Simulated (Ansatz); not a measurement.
## A barrier at the coupled-cluster level

Start structure (SiH4SeF2, closed shell), relaxed at PBE0-D4/def2-TZVP:

```
8
angstrom
Si -0.8987 -0.8993 -0.3673
H -0.9265 -0.8091 1.1025
F -1.0803 0.5525 -0.9891
F -2.1663 -1.7454 -0.8216
H 0.2954 -1.5344 -0.9501
H 1.2348 1.6669 1.7006
Se 2.0280 0.9511 0.6955
H 1.5135 1.8178 -0.3704
```

The step: SiH₂F₂ ([F][SiH2][F]) + H₂Se → SiH₂SeF₂ ([F][SiH]([F])[SeH]) + H₂; bonds formed: Si1–Se7, H2–H6; bonds broken: Si1–H2, H6–Se7. Program: Ansatz 0.2.0. Basis: def2-TZVPP and def2-QZVPP. Cores are frozen in the correlated methods. Filled d shells of the heavier atoms are correlated. The def2 sets are not built for correlating such inner shells, so the correlated values are less sure here. Extrapolation: Hartree–Fock as exp(−7.88 √X), correlation as X^−2.97. Energies below are by CCSD(T) at an estimated basis limit (MP2 extrapolated from triple and quadruple zeta, plus CCSD(T) − MP2 in triple zeta).

Question: What are the electronic barrier and the energy of the step, from the start structure to the end structure? (Judge from chemistry; the value comes from the calculation.)

Answer: Computed: Barrier 46.26 kcal/mol; step energy -8.14 kcal/mol (downhill); reverse barrier, their difference, 54.40 kcal/mol. Barrier and step energy count from the start structure, the reverse barrier from the end structure.

The saddle point: One imaginary mode of 916i cm⁻¹.
```json
{"pair": "Si1–Se7", "start (Å)": "3.62", "saddle (Å)": "2.56", "end (Å)": "2.25"}
{"pair": "H2–H6", "start (Å)": "3.34", "saddle (Å)": "0.95", "end (Å)": "0.75"}
{"pair": "Si1–H2", "start (Å)": "1.47", "saddle (Å)": "1.69", "end (Å)": "4.56"}
{"pair": "H6–Se7", "start (Å)": "1.47", "saddle (Å)": "1.89", "end (Å)": "3.41"}
```

Zero-point energy (harmonic, PBE0-D4): ZPE is 23.74 kcal/mol at the start and 23.15 kcal/mol at the saddle, so the barrier goes from 46.26 to 45.67 kcal/mol.

The T1 diagnostic stays at or below 0.012.

Labels in which every atom is bracketed show which atoms are joined, not bond orders.

For scale, one of the runs: CCSD(T)/def2-TZVPP, 208 basis functions, launched by `ansatz run in.yaml --threads 4 --pin off --events-out ev --progress --plain --max-ram 9574MiB`. The run took 53 s on 4 CPU threads of an Intel Xeon Platinum 8488C (shared host), with 2.9 GiB of host memory at its peak.
